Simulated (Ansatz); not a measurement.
Input file for Ansatz (a program for electronic structure): R-SVWN5/def2-TZVPP on FH3SSi (SMILES F[SiH2]S), a point of a torsion scan.

Ansatz 0.2 input:
```yaml
crystal:
  periodic: [false, false, false]
  atoms:
    - {symbol: F, position_ang: [-1.30974956, 1.28669551, -0.33413377]}
    - {symbol: Si, position_ang: [-0.53358635, -0.06785376, 0.04232343]}
    - {symbol: S, position_ang: [1.46465065, 0.39598491, 0.64963447]}
    - {symbol: H, position_ang: [-1.20634395, -0.60400131, 1.20112408]}
    - {symbol: H, position_ang: [-0.49967852, -0.84252500, -1.17808705]}
    - {symbol: H, position_ang: [2.02485936, 0.31970336, -0.54944004]}
basis:
  gaussian:
    orbitals: def2-TZVPP
hamiltonian:
  xc: {name: SVWN5}
scf: {lower_state_search: off}
```

Task: Predict the final total energy.

Result: -786.3086 hartree.
